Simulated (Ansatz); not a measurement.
nitrogen atom (N), quartet. Base run: PBE0/def2-TZVP (Ansatz, a program for electronic structure).

Geometry (Å):
```xyz
1

N      0.0000     0.0000     0.0000
```
Charge 0, spin multiplicity 4.
Orbitals are unrestricted.
All else is at Ansatz's defaults.
Base energy -54.54382 Eh.

Each row names what was changed in the base input (with any setting that the change needs).

```csv
change,ΔE vs base (kcal/mol)
base,0.000
"point_charge = charge:0.5 position_ang:0.2756, 1.2494, 2.7135",-0.449
forces = on,0.000
fitting.mean_field = def2-universal-JKFIT,-0.004
nuclear_model = gaussian,0.004
"final_grid = 10, 20, 41",0.000
"point_charge = charge:1.0 position_ang:2.7984, -0.0067, -1.0811",-1.82
"final_grid = 6, 12, 29",-0.004
lower_state_search = off,0.000
"final_grid = 14, 28, 59",0.000
"final_grid = 4, 8, 17",-0.099
```
